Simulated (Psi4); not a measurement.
cyclopropene (C₃H₄), singlet, at a GFN2-xTB geometry; Psi4 with WB97X/cc-pVDZ.

Psi4 was given this input:
```
memory 2 GB

molecule mol {
0 1
C    -0.023980   -0.009884    0.852919
C     0.014152   -0.642536   -0.506755
C     0.013921    0.654107   -0.491735
H     0.865702   -0.016920    1.474061
H    -0.947157   -0.016654    1.423095
H     0.028731   -1.565950   -1.030141
H     0.028167    1.589403   -0.993590
}

set {
  basis cc-pvdz
  reference rks
  scf_type pk
  puream true
  d_convergence 1e-8
  dft_radial_points 99
  dft_spherical_points 590
}

energy('wb97x')
print_variables()
```

### Question
What does Psi4 print? Leave out banner, timings and long lists.

### Answer

```
   => Loading Basis Set <=

    Name: CC-PVDZ
    Role: ORBITAL
    Keyword: BASIS

         ---------------------------------------------------------
                                   SCF
               by Justin Turney, Rob Parrish, Andy Simmonett
                          and Daniel G. A. Smith
                              RKS Reference
         ---------------------------------------------------------

  ==> Geometry <==

    Molecular point group: c1
    Full point group: C1

    Geometry (in Angstrom), charge = 0, multiplicity = 1:

       Center              X                  Y                   Z               Mass
    ------------   -----------------  -----------------  -----------------  -----------------
         C           -0.024588694712    -0.010134898742     0.874566871002    12.000000000000
         C            0.013543305288    -0.642786898742    -0.485107128998    12.000000000000
         C            0.013312305288     0.653856101258    -0.470087128998    12.000000000000
         H            0.865093305288    -0.017170898742     1.495708871002     1.007825032230
         H           -0.947765694712    -0.016904898742     1.444742871002     1.007825032230
         H            0.028122305288    -1.566200898742    -1.008493128998     1.007825032230
         H            0.027558305288     1.589152101258    -0.971942128998     1.007825032230

  Running in c1 symmetry.

  Rotational constants: A =      1.00557  B =      0.74384  C =      0.46681 [cm^-1]
  Rotational constants: A =  30146.32037  B =  22299.78871  C =  13994.62687 [MHz]
  Nuclear repulsion =   64.110159998844551

  Charge       = 0
  Multiplicity = 1
  Electrons    = 22
  Nalpha       = 11
  Nbeta        = 11

  ==> Algorithm <==

  SCF Algorithm Type is PK.
  DIIS enabled.
  MOM disabled.
  Fractional occupation disabled.
  Guess Type is SAD.
  Energy threshold   = 1.00e-06
  Density threshold  = 1.00e-08
  Integral threshold = 1.00e-12

  ==> Primary Basis <==

  Basis Set: CC-PVDZ
    Blend: CC-PVDZ
    Number of shells: 30
    Number of basis functions: 62
    Number of Cartesian functions: 65
    Spherical Harmonics?: true
    Max angular momentum: 2

  ==> DFT Potential <==

   => LibXC <=

    Version 7.1.2
    S. Lehtola, C. Steigemann, M. J. T. Oliveira, and M. A. L. Marques,  SoftwareX 7, 1–5 (2018) (10.1016/j.softx.2017.11.002)

   => Composite Functional: WB97X <=

    wB97X Hyb-GGA Exchange-Correlation Functional

    J.-D. Chai and M. Head-Gordon,  J. Chem. Phys. 128, 084106 (2008) (10.1063/1.2834918)

    Deriv               =              1
    GGA                 =           TRUE
    Meta                =          FALSE

    Exchange Hybrid     =           TRUE
    MP2 Hybrid          =          FALSE

   => Exchange-Correlation Functionals <=

    1.0000   wB97X range-separated functional

   => Exact (HF) Exchange <=

    0.8423            HF,LR [omega = 0.3000]
    0.1577               HF

   => LibXC Density Thresholds  <==

    XC_HYB_GGA_XC_WB97X:  1.00E-14

   => Molecular Quadrature <=

    Radial Scheme          =       TREUTLER
    Pruning Scheme         =           NONE
    Nuclear Scheme         =       TREUTLER

    Blocking Scheme        =         OCTREE
    BS radius alpha        =              1
    Pruning alpha          =              1
    Radial Points          =             99
    Spherical Points       =            590
    Total Points           =         388018
    Total Blocks           =           2797
    Max Points             =            256
    Max Functions          =             62
    Weights Tolerance      =       1.00E-15

  ==> Integral Setup <==

  Using in-core PK algorithm.
   Calculation information:
      Number of atoms:                   7
      Number of AO shells:              30
      Number of primitives:             86
      Number of atomic orbitals:        65
      Number of basis functions:        62

      Integral cutoff                 1.00e-12
      Number of threads:                 1

  Performing in-core PK
  Using 5724243 doubles for integral storage.
  We computed 108345 shell quartets total.
  Whereas there are 108345 unique shell quartets.

  Computing range-separated integrals for PK
  We computed 108345 wK shell quartets total.
  Whereas there are 108345 wK unique shell quartets.

  ==> DiskJK: Disk-Based J/K Matrices <==

    J tasked:                  Yes
    K tasked:                  Yes
    wK tasked:                 Yes
    Omega:               3.000E-01
    Schwarz Cutoff:          1E-12

  Minimum eigenvalue in the overlap matrix is 1.7668047481E-03.
  Reciprocal condition number of the overlap matrix is 3.3635547119E-04.
    Using symmetric orthogonalization.

  ==> Pre-Iterations <==

  SCF Guess: Superposition of Atomic Densities via on-the-fly atomic UHF (no occupation information).

   -------------------------
    Irrep   Nso     Nmo
   -------------------------
     A         62      62
   -------------------------
    Total      62      62
   -------------------------

  ==> Iterations <==

                        Total Energy        Delta E     RMS |[F,P]|

   @RKS iter SAD:  -116.11685452047807   -1.16117e+02   0.00000e+00
   @RKS iter   1:  -116.49981872537930   -3.82964e-01   6.42015e-03 ADIIS/DIIS
   @RKS iter   2:  -116.55518902638777   -5.53703e-02   4.28605e-03 ADIIS/DIIS
   @RKS iter   3:  -116.59134686292865   -3.61578e-02   2.76966e-04 ADIIS/DIIS
   @RKS iter   4:  -116.59154130117498   -1.94438e-04   1.20942e-04 ADIIS/DIIS
   @RKS iter   5:  -116.59157233035525   -3.10292e-05   2.93107e-05 DIIS
   @RKS iter   6:  -116.59157450462652   -2.17427e-06   3.50573e-06 DIIS
   @RKS iter   7:  -116.59157456515518   -6.05287e-08   4.78317e-07 DIIS
   @RKS iter   8:  -116.59157456652071   -1.36552e-09   1.00278e-07 DIIS
   @RKS iter   9:  -116.59157456657778   -5.70708e-11   1.17443e-08 DIIS
   @RKS iter  10:  -116.59157456657846   -6.82121e-13   1.67885e-09 DIIS
  Energy and wave function converged.

  ==> Post-Iterations <==

   Electrons on quadrature grid:
      Ntotal   =   22.0000006928 ; deviation = 6.928e-07

    Orbital Energies [Eh]
    ---------------------

    Doubly Occupied:

       1A    -10.285241     2A    -10.284157     3A    -10.277659
       4A     -1.002414     5A     -0.721735     6A     -0.687468
       7A     -0.616642     8A     -0.545094     9A     -0.450795
      10A     -0.395836    11A     -0.348651

    Virtual:

      12A      0.100291    13A      0.191950    14A      0.193129
      15A      0.199146    16A      0.242219    17A      0.260893
      18A      0.316511    19A      0.387249    20A      0.474211
      21A      0.552887    22A      0.581592    23A      0.584241
      24A      0.634441    25A      0.647736    26A      0.668317
      27A      0.735996    28A      0.740161    29A      0.789661
      30A      0.823555    31A      0.836090    32A      0.943914
      33A      1.056961    34A      1.065656    35A      1.109505
      36A      1.146354    37A      1.212859    38A      1.353324
      39A      1.396861    40A      1.417297    41A      1.427927
      42A      1.556404    43A      1.637020    44A      1.655027
      45A      1.732391    46A      1.751994    47A      1.802507
      48A      1.804640    49A      1.817304    50A      2.032222
      51A      2.033358    52A      2.115325    53A      2.174124
      54A      2.202323    55A      2.253580    56A      2.386313
      57A      2.430846    58A      2.522088    59A      2.599160
      60A      2.725923    61A      2.857870    62A      3.261165

    Final Occupation by Irrep:
              A
    DOCC [    11 ]
    NA   [    11 ]
    NB   [    11 ]

  @RKS Final Energy:  -116.59157456657846

   => Energetics <=

    Nuclear Repulsion Energy =             64.1101599988445514
    One-Electron Energy =                -282.1412165731887285
    Two-Electron Energy =                 113.5913272428090153
    DFT Exchange-Correlation Energy =     -12.1518452350432913
    Empirical Dispersion Energy =           0.0000000000000000
    VV10 Nonlocal Energy =                  0.0000000000000000
    Total Energy =                       -116.5915745665784584

Computation Completed

Properties will be evaluated at   0.000000,   0.000000,   0.000000 [a0]

Properties computed using the SCF density matrix

 Multipole Moments:

 ------------------------------------------------------------------------------------
     Multipole            Electronic (a.u.)      Nuclear  (a.u.)        Total (a.u.)
 ------------------------------------------------------------------------------------

 L = 1.  Multiply by 2.5417464519 to convert [e a0] to [Debye]
 Dipole X            :          0.0307879           -0.0253040            0.0054839
 Dipole Y            :          0.0126894           -0.0104290            0.0022605
 Dipole Z            :         -1.0950310            0.8999862           -0.1950449
 Magnitude           :                                                    0.1951351

 ------------------------------------------------------------------------------------

  Variable Map:
  ----------------------------------------------------------------------------
  "CURRENT ENERGY"              =>    -116.591574566578
  "CURRENT REFERENCE ENERGY"    =>    -116.591574566578
  "DD SOLVATION ENERGY"         =>       0.000000000000
  "DFT FUNCTIONAL TOTAL ENERGY" =>    -116.591574566578
  "DFT TOTAL ENERGY"            =>    -116.591574566578
  "DFT VV10 ENERGY"             =>       0.000000000000
  "DFT XC ENERGY"               =>     -12.151845235043
  "GRID ELECTRONS ALPHA"        =>      11.000000346399
  "GRID ELECTRONS BETA"         =>      11.000000346399
  "GRID ELECTRONS TOTAL"        =>      22.000000692798
  "NUCLEAR REPULSION ENERGY"    =>      64.110159998845
  "ONE-ELECTRON ENERGY"         =>    -282.141216573189
  "PCM POLARIZATION ENERGY"     =>       0.000000000000
  "PE ENERGY"                   =>       0.000000000000
  "SCF ITERATION ENERGY"        =>    -116.591574566578
  "SCF ITERATIONS"              =>      10.000000000000
  "SCF TOTAL ENERGY"            =>    -116.591574566578
  "TWO-ELECTRON ENERGY"         =>     113.591327242809
  "XC GRID RADIAL POINTS"       =>      99.000000000000
  "XC GRID SPHERICAL POINTS"    =>     590.000000000000
  "XC GRID TOTAL POINTS"        =>  388018.000000000000

  Array Variable Map:
  ----------------------------------------------------------------------------
  "CURRENT DIPOLE"              =>       0.005483914850 ... -0.195044879048 1 by 3
  "SCF DIPOLE"                  =>       0.005483914850 ... -0.195044879048 1 by 3
  "SCF TOTAL ENERGIES"          =>    -116.116854520478 ... -116.591574566578 1 by 11
```
